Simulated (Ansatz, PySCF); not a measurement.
Spin states of I2Zr (SMILES [I][Zr][I]), each relaxed with B3LYP-D3(BJ)/def2-TZVP.
State 1 (charge 0, multiplicity 3):
```xyz
3

Zr     0.34644     0.12688     0.06116
I     -0.42802     2.01570    -1.75820
I      0.04851    -2.09520     1.62672
```
State 2 (charge 0, multiplicity 1):
```xyz
3

Zr     0.536     0.186     0.106
I     -0.512     1.877    -1.691
I     -0.057    -2.016     1.515
```

Singlets are restricted, other states unrestricted; no spin–orbit coupling, no relativity up to Kr; see below for the cores. The largest T1 diagnostic is 0.020.

Correlated levels freeze the inner cores; with def2 sets outer-core shells near the valence are correlated too.

The values were computed with Ansatz (Gaussian orbitals); PySCF for the dispersion terms. Each number belongs to the level named beside it. In def2 rows elements past Kr take small-core potentials, without spin–orbit coupling.

PBE/def2-TZVPP gives 13.91 kcal/mol for the energy of the multiplicity-1 state less that of the multiplicity-3 state.

Q: How do the other levels lie against it? Give each less PBE: PBE-D3(BJ)/def2-TZVPP, r2SCAN/def2-TZVPP, PBE0/def2-TZVPP, wB97M-V/def2-TZVPP, B2PLYP/def2-TZVPP, CCSD(T)/def2-SVP.

A: PBE-D3(BJ)/def2-TZVPP -0.09; r2SCAN/def2-TZVPP 10.21; PBE0/def2-TZVPP 4.06; wB97M-V/def2-TZVPP -4.51; B2PLYP/def2-TZVPP -1.56; CCSD(T)/def2-SVP -8.07 kcal/mol. 2 of 6 lie above PBE; the widest gap is to r2SCAN/def2-TZVPP.

Doubts at one or more of the structures used: a restricted determinant that unrestricted orbitals would lower (B2PLYP/def2-TZVPP, CCSD(T)/def2-SVP).

Ansatz is an electronic-structure program.
